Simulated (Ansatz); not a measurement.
`[Cl][Ge][Cl]` + NH₃ → `[NH2][Ge][Cl]` + HCl at 298.15 K and 1 bar (ligand exchange at a Ge–Cl bond).

Gas-phase electronic energies from Ansatz, PBE0-D4/def2-TZVP geometries. CCSD(T)/CBS adds triple-zeta CCSD(T) − MP2 to the extrapolated MP2 energy (def2 sets, frozen cores). This one scheme is used for every species. For Ge outer-core shells are correlated without core-valence functions, which leaves a few kJ/mol of doubt a bond. Scalar relativity is left out up to krypton. One conformer a species, not always the lowest.

```tsv
species	CCSD(T)/CBS energy (Eh)	H − E (kJ/mol)	S (J/(mol·K))
`[Cl][Ge][Cl]`	-2995.74627	18.9	295.4
NH₃	-56.50880	100.5	192.4
`[NH2][Ge][Cl]`	-2591.85675	84.5	296.7
HCl	-460.38127	26.6	186.8
```

H − E and S are ideal-gas, rigid-rotor, harmonic terms from PBE0-D4/def2-TZVP, for one conformer and one mirror image of each species. 1 Eh = 2625.50 kJ/mol, R = 8.31446 J/(mol·K).

Q: By hand: ΔE, ΔH, ΔS and ΔG.

A: ΔE = (-2591.85675) + (-460.38127) − (-2995.74627) − (-56.50880) = 0.01705 Eh = 44.8 kJ/mol. Δ(H − E) = 84.5 + 26.6 − 18.9 − 100.5 = -8.3, so ΔH = 36.5 kJ/mol. ΔS = 296.7 + 186.8 − 295.4 − 192.4 = -4.3 J/(mol·K). ΔG = 36.5 − 298.15 × (-4.3)/1000 = 37.8 kJ/mol.

Q: By hand: the equilibrium constant, and the temperature at which ΔG would vanish if ΔH and ΔS stayed fixed.

A: log₁₀ K = −ΔG/(RT ln 10) = -6.6. ΔH and −TΔS have one sign here, so there is no such temperature. One of them is within its doubt of zero, so this could turn.

The number of gas molecules stays the same, so ΔS is small and ΔH decides. A doubt of 5 kJ/mol in ΔE shifts log₁₀ K by 0.9 here. Other conformers and mirror images would add mixing entropy, several J/(mol·K) or more a flexible species. These are equilibria of isolated gas molecules and say nothing of rates. Largest T1 diagnostic: 0.013 (customary marks: 0.02 for closed shells, 0.045 for open ones).
